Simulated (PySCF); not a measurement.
Geometry (Å), atoms numbered from 1 in this order:
```xyz
28

C     3.8768    0.0954    1.2065
C     2.8946    0.4869    0.3928
C     2.0972   -0.4187   -0.4929
C     0.6419   -0.6071   -0.0498
C    -0.1957   -1.5200   -0.9739
B    -1.6224   -0.7619   -1.2096
N    -1.5668    0.3784   -0.0099
C    -2.0004   -0.2116    1.2659
C    -2.3924    1.5500   -0.3160
C    -0.1229    0.7128    0.0243
H     4.1849   -0.9539    1.2588
H     4.4126    0.8033    1.8447
H     2.6272    1.5521    0.3742
H     2.0934   -0.0233   -1.5252
H     2.5747   -1.4105   -0.5373
H     0.6808   -1.0342    0.9676
H     0.3248   -1.6541   -1.9360
H    -0.2810   -2.5264   -0.5336
H    -2.6556   -1.4013   -1.0434
H    -1.6535   -0.1037   -2.2475
H    -3.0709   -0.4406    1.2033
H    -1.8149    0.4857    2.0991
H    -1.4601   -1.1478    1.4430
H    -2.0475    1.9937   -1.2575
H    -2.3338    2.2942    0.4950
H    -3.4340    1.2279   -0.4439
H     0.0791    1.3133   -0.8762
H     0.1076    1.3276    0.9113
```

Geometry: PBE0-D3(BJ)/def2-SVP; GIAO absolute shieldings from PySCF 2.14, gas phase, non-relativistic, averaged over equivalent atoms.

At PBE0/pcSseg-1 (260 basis functions, 44 s wall time on 1 thread of an AMD EPYC 9R45 96-Core, shared host):
```
      atoms  σ (ppm)
         C2     36.8
         C1     61.2
        C10    113.6
         C9    132.0
         C8    135.6
         C3    138.6
         C4    141.7
         C5    164.4
         B6    107.4
         N7    194.3
        H13    25.39
        H11    25.90
        H12    26.03
H24/H25/H26    28.78
        H19    28.85
        H15    28.89
        H28    28.93
        H27    28.94
        H20    28.95
H21/H22/H23    28.98
        H14    29.33
        H16    29.49
        H18    30.09
        H17    30.66
```

Problem. Estimate the result of repeating the calculation with HF/pcSseg-1.

Solution. 
| atoms | σ at HF/pcSseg-1 | change |
| --- | --- | --- |
| C2 | 43.5 | +6.7 |
| C1 | 67.9 | +6.7 |
| C10 | 128.4 | +14.8 |
| C9 | 143.4 | +11.4 |
| C8 | 146.7 | +11.1 |
| C3 | 151.2 | +12.6 |
| C4 | 155.2 | +13.5 |
| C5 | 174.7 | +10.3 |
| B6 | 117.8 | +10.4 |
| N7 | 220.3 | +26.0 |
| H13 | 25.94 | +0.55 |
| H11 | 26.31 | +0.41 |
| H12 | 26.50 | +0.47 |
| H24/H25/H26 | 29.37 | +0.59 |
| H19 | 29.59 | +0.74 |
| H15 | 29.45 | +0.56 |
| H28 | 29.66 | +0.73 |
| H27 | 29.70 | +0.76 |
| H20 | 29.75 | +0.80 |
| H21/H22/H23 | 29.55 | +0.57 |
| H14 | 30.04 | +0.71 |
| H16 | 30.42 | +0.93 |
| H18 | 30.83 | +0.74 |
| H17 | 31.35 | +0.69 |

The largest change is at N7 (donor nitrogen of a Lewis adduct). Cost: 260 basis functions, 23 s wall time on 1 thread of an AMD EPYC 9R45 96-Core, shared host. The order of the carbon signals is the same at both levels.

A carbon bonded to boron is broadened by the quadrupolar boron nucleus and is often missing from a measured spectrum.
